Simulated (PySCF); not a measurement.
Species: CH10B2NP.
Z-matrix (Å and degrees, PBE0-D3(BJ)/def2-SVP geometry), rows numbered from 1:
```
B 
N   1  1.3842
C   2  1.4574  1  128.43
B   3  1.6167  2  113.66  1   114.81
P   4  1.9500  3  107.84  2   -57.35
H   1  1.2114  2  119.21  3  -177.26
H   1  1.2138  2  119.08  3     1.76
H   2  1.0157  1  118.68  3   176.56
H   3  1.1060  2  109.59  1  -124.28
H   3  1.1023  2  107.50  1    -9.93
H   4  1.2245  3  115.37  2  -171.12
H   4  1.2269  3  115.10  2    55.52
H   5  1.4154  4  115.74  3  -173.55
H   5  1.4175  4  118.01  3   -54.59
H   5  1.4153  4  119.03  3    66.71
```

Computed, not measured: PBE0-D3(BJ)/def2-SVP geometry optimisation, gas phase (PySCF).

Masses are those of the commonest isotopes; rigid-rotor values at the optimised geometry. The values belong to one conformer with, in the numbering `[BH2:1][NH:2][CH2:3][BH2-:4][PH3+:5]`, B1–N2–C3–B4 115°, N2–C3–B4–P5 -57°.

Task: Give the principal moments of inertia and the rotational constants in cm⁻¹.

Result: Ia = 87.55, Ib = 219.73, Ic = 278.51 u·Å²; 505379 MHz·u·Å²/I gives 5773, 2300 and 1815 MHz, that is A = 0.19256, B = 0.07672, C = 0.06053 cm⁻¹.

Task: What kind of rotor is it?

Result: An asymmetric top. Ray's parameter κ = (2B − A − C)/(A − C) = -0.755; −1 is the prolate and +1 the oblate limit.

Task: Is it planar, by Δ = Ic − Ia − Ib?

Result: Not planar: Δ = Ic − Ia − Ib = -28.77 u·Å². For a rigid frame Δ = −2 Σ m c², so Σ m c² = 14.39 u·Å² lies off the ab plane: 10.60 from hydrogen and 3.79 from heavier atoms. The atom farthest from that plane is 1.44 Å away.

Task: Give the coordinates in the principal-axis frame, origin at the centre of mass.

Result: The sense of each axis is arbitrary; atoms in the order of the calculation.
```
atom  mass (u)   a (Å)   b (Å)   c (Å)
  B1    11.009  -2.125   1.089  -0.140
  N2    14.003  -1.587  -0.088   0.351
  C3    12.000  -0.813  -1.097  -0.361
  B4    11.009   0.712  -1.230   0.159
  P5    30.974   1.557   0.519  -0.012
  H6     1.008  -2.703   1.836   0.619
  H7     1.008  -1.989   1.354  -1.316
  H8     1.008  -1.682  -0.292   1.342
  H9     1.008  -1.298  -2.084  -0.251
 H10     1.008  -0.866  -0.857  -1.436
 H11     1.008   1.439  -1.941  -0.523
 H12     1.008   0.835  -1.453   1.359
 H13     1.008   2.944   0.562   0.265
 H14     1.008   1.529   1.151  -1.281
 H15     1.008   1.102   1.584   0.802
```

Task: Where do the levels up to J = 5 lie, in MHz?

Result: Above 0(0,0):
J = 1: 1(0,1) 4115, 1(1,1) 7587, 1(1,0) 8073
J = 2: 2(0,2) 12296, 2(1,2) 15331, 2(1,1) 16787, 2(2,1) 27205, 2(2,0) 27253
J = 3: 3(0,3) 24453, 3(1,3) 26918, 3(1,2) 29828, 3(2,2) 39549, 3(2,1) 39783, 3(3,1) 58155, 3(3,0) 58158
J = 4: 4(0,4) 40463, 4(1,4) 42319, 4(1,3) 47153, 4(2,3) 55970, 4(2,2) 56654, 4(3,2) 74700, 4(3,1) 74720, 4(4,1) 100630, 4(4,0) 100630
J = 5: 5(0,5) 60199, 5(1,5) 61499, 5(1,4) 68700, 5(2,4) 76438, 5(2,3) 77956, 5(3,3) 95407, 5(3,2) 95487, 5(4,2) 121308, 5(4,1) 121309, 5(5,1) 154649, 5(5,0) 154649
The levels of one J sum to (2J + 1)J(J + 1)(A + B + C)/3.

Task: Which lines would a microwave search look for?

Result: The dipole components are |μa| = 2.90 D, |μb| = 1.61 D, |μc| = 0.41 D. Intensities carry the squares of the components, which stand as 1.00 : 0.31 : 0.02 (a : b : c). Some of the stronger lines:

```tsv
type	branch	J(Ka,Kc)	MHz	lower level (cm⁻¹)
a	Q	1(1,0) ← 1(1,1)	485	0.253
a	Q	2(1,1) ← 2(1,2)	1456	0.511
c	Q	2(1,2) ← 2(0,2)	3035	0.410
c	Q	1(1,1) ← 1(0,1)	3473	0.137
b	Q	1(1,0) ← 1(0,1)	3958	0.137
a	R	1(0,1) ← 0(0,0)	4115	0.000
b	Q	2(1,1) ← 2(0,2)	4491	0.410
b	R	2(0,2) ← 1(1,1)	4709	0.253
b	R	1(1,1) ← 0(0,0)	7587	0.000
a	R	2(1,2) ← 1(1,1)	7744	0.253
c	R	1(1,0) ← 0(0,0)	8073	0.000
a	R	2(0,2) ← 1(0,1)	8182	0.137
a	R	2(1,1) ← 1(1,0)	8715	0.269
c	Q	2(2,1) ← 2(1,1)	10418	0.560
b	Q	2(2,0) ← 2(1,1)	10466	0.560
b	R	2(1,2) ← 1(0,1)	11217	0.137
b	Q	2(2,1) ← 2(1,2)	11874	0.511
c	R	2(1,1) ← 1(0,1)	12673	0.137
b	R	2(2,1) ← 1(1,0)	19133	0.269
c	R	2(2,0) ← 1(1,0)	19180	0.269
c	R	2(2,1) ← 1(1,1)	19618	0.253
b	R	2(2,0) ← 1(1,1)	19666	0.253
```

PBE0-D3(BJ)/def2-SVP frequencies: not computed here. These are rigid-rotor constants of the computed structure; measured ground-state constants (B0) also hold zero-point vibration. A rigid rotor knows nothing of internal rotation, which can split or shift real lines. Quadrupole hyperfine structure (11B, 14N) is left out.
